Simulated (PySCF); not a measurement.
Structure from 2D NMR

Compound of formula C₇H₁₃BO₂. Correlations simulated from computed shifts and the bond graph:

HSQC (one-bond C–H):
```csv
δH,δC
2.07,35.9
2.06,19.6
1.99,40.6
1.94,36.2
1.94,19.6
1.85,29.5
1.83,29.5
1.73,32.0
1.56,32.0
1.26,26.8
0.89,40.6
```

COSY cross peaks (H two or three bonds apart, from the bond graph; peaks can be absent where the dihedral angle is near 90°):
```csv
δH,δH
2.07,1.99
2.07,1.85
2.07,1.83
2.07,1.73
2.07,1.56
2.07,0.89
2.06,1.94
2.06,1.73
2.06,1.56
2.06,1.26
1.99,1.94
1.99,0.89
1.94,1.85
1.94,1.83
1.94,1.26
1.94,0.89
1.94,1.73
1.94,1.56
1.94,1.26
1.85,1.83
1.73,1.56
```

HMBC (two and three bonds, from the bond graph):
```csv
δH,δC
2.07,"40.6, 36.2, 32.0, 29.5, 19.6"
2.06,"36.2, 35.9, 32.0, 26.8"
1.99,"36.2, 35.9, 32.0, 29.5, 26.8"
1.94,"40.6, 35.9, 29.5, 26.8, 19.6"
1.94,"36.2, 35.9, 32.0, 26.8"
1.85,"40.6, 36.2, 35.9, 32.0, 26.8"
1.83,"40.6, 36.2, 35.9, 32.0, 26.8"
1.73,"40.6, 35.9, 29.5, 26.8, 19.6"
1.56,"40.6, 35.9, 29.5, 26.8, 19.6"
1.26,"40.6, 36.2, 32.0, 29.5, 19.6"
0.89,"36.2, 35.9, 32.0, 29.5, 26.8"
```

Theory: PBE0-D3(BJ)/def2-SVP geometry, shieldings: GIAO B97-2/pcSseg-1, in PySCF 2.14 (fast rotation and ring inversion assumed for equivalent nuclei, one conformer, no relativistic terms, isolated molecule).

Scale: TMS for 1H (σ = 31.38 ppm) and 13C (σ = 183.69 ppm) (reference shieldings calculated alike).

Exchangeable hydrogens are left out of these lists.

Work out the connectivity.

Answers

`OB(O)[C@@H]1CC[C@H]2C[C@@H]1C2`.

Numbering as in the mapped SMILES `[OH:1][B:2]([OH:3])[C@@H:4]1[CH2:5][CH2:6][C@H:7]2[CH2:8][C@@H:9]1[CH2:10]2`; H(Xn) means a hydrogen on atom n. Ha(C5), Ha(C6) are cis to B2 on the ring; Ha(C8), Ha(C10) are cis to C4 on the ring; Hb(C5), Hb(C6) are trans to B2 on the ring; Hb(C8), Hb(C10) are trans to C4 on the ring.

δC 40.6 is C10, an sp3 CH2 in a ring (δH 1.99, 0.89). δC 36.2 is C9, an sp3 CH in a ring (δH 1.94). δC 35.9 is C7, an sp3 CH in a ring (δH 2.07). δC 32.0 is C6, an sp3 CH2 in a ring (δH 1.73, 1.56). δC 29.5 is C8, an sp3 CH2 in a ring (δH 1.85, 1.83). δC 26.8 is C4, an sp3 CH bonded to B (δH 1.26). δC 19.6 is C5, an sp3 CH2 in a ring (δH 2.06, 1.94). COSY links 2.07–1.99, 2.07–1.85, 2.07–1.83, 2.07–1.73, 2.07–1.56, 2.07–0.89.

The data come from this structure; uniqueness wasn't tested.

Exchangeable OH/NH protons stand at their gas-phase positions; hydrogen bonding in a real sample shifts them, mostly to higher δ. A carbon bonded to boron is broadened by the quadrupolar boron nucleus and is often missing from a measured spectrum. Shifts are as computed. Against solution values, carbons near 30 ppm lie about +1 ppm off and those near 130 ppm about +2 ppm. Of 1211 compounds with measured shifts, 218 miss one by over three times the rms of a fit or turn the order of signals round; such compounds aren't used in these exercises.
